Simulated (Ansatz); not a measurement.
zinc atom (Zn), singlet; R2SCAN/aug-cc-pVDZ run with Ansatz (a quantum-chemistry and plane-wave program).

The Ansatz input:
Ansatz 0.2 input:
```yaml
crystal:
  periodic: [false, false, false]
  atoms:
    - {symbol: Zn, position_ang: [0.00000000, 0.00000000, 0.00000000]}
basis:
  gaussian:
    orbitals: aug-cc-pVDZ
hamiltonian:
  xc: r2scan
accuracy: high
```

The log (banner, timings and long lists left out):

```
Functional definition: r2SCAN
641 factors; integrals over basis functions are off by at most 3.9e-9 eV
mean field evaluation 1: about -48419.9747 eV, gradient 2.1e1 eV
mean field evaluation 2: about -48418.9151 eV, gradient 4.5e1 eV
mean field evaluation 4: about -48420.2903 eV, gradient 2.1e-1 eV
mean field evaluation 8: about -48420.2880 eV, gradient 7.8e-4 eV
mean field evaluation 16: about -48420.2880 eV, gradient 2.2e-9 eV
mean field -48420.28801910 eV, -1779.4127642519 hartree, gradient 2.2e-9 eV, S^2 0.000000; 0 other end points of the search recorded, 0 dependent functions left out
reference -48420.28801989 eV, -1779.4127642809 hartree; 15, 15 occupied and 44, 44 virtual orbitals, 641 factors
Total energy: -48420.28801989 eV, -1779.4127642809 hartree
```
